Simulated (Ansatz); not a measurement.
Al5Ru2⁻. Total charge -1; quintet. Geometry PBE-D4/def2-SVPD; atoms count from 1.

```xyz
7

Ru   -0.185   -0.151   -0.460
Ru    0.732    1.081    1.751
Al    0.541   -1.500   -2.265
Al   -2.370   -1.029   -0.734
Al    2.169    0.590   -0.084
Al   -0.684    2.191    0.049
Al   -0.203   -1.183    1.742
```

In the def2 sets Ru takes a core potential; there is no spin–orbit coupling. At PBE0-D4/def2-TZVPD a broken-symmetry singlet of charge -1 lies 0.70 eV below the quintet, each at its own geometry. The structure comes from a short search, and lower isomers may exist.

Question: Estimate the Mulliken populations from the PBE0/def2-TZVPD orbitals of Ansatz.

Answer: 
```tsv
atom	charge (e)	spin (α − β)	d electrons
Ru1	0.69	0.59	7.28
Ru2	-0.08	1.55	7.32
Al3	-0.36	0.73	–
Al4	-0.41	0.26	–
Al5	-0.27	-0.06	–
Al6	-0.33	0.47	–
Al7	-0.24	0.46	–
```
Mulliken values and Mayer orders depend strongly on the basis. With diffuse functions, as here, like atoms can get unlike values, and bond orders can come out too low or too high.

Question: Where does the spin sit?

Answer: Summed by element: Ru 2.14, Al 1.86, of 4 unpaired in all. Largest on single atoms: Ru2 1.55, Al3 0.73, Ru1 0.59.

Question: And the Mayer bond orders between bonded heavy atoms (over 0.3)?

Answer: Ru1–Ru2 0.73 (2.69 Å); Ru1–Al3 0.62 (2.37 Å); Ru1–Al4 0.52 (2.37 Å); Ru1–Al5 0.41 (2.50 Å); Ru1–Al6 0.45 (2.45 Å); Ru1–Al7 0.63 (2.43 Å); Ru2–Al5 1.13 (2.38 Å); Ru2–Al6 0.90 (2.48 Å); Ru2–Al7 0.95 (2.45 Å). Values over 0.3 also appear between atoms too far apart for a bond (Al3–Al4 0.37 at 3.32 Å); they arise where an orbital or an unpaired electron spreads over both atoms.
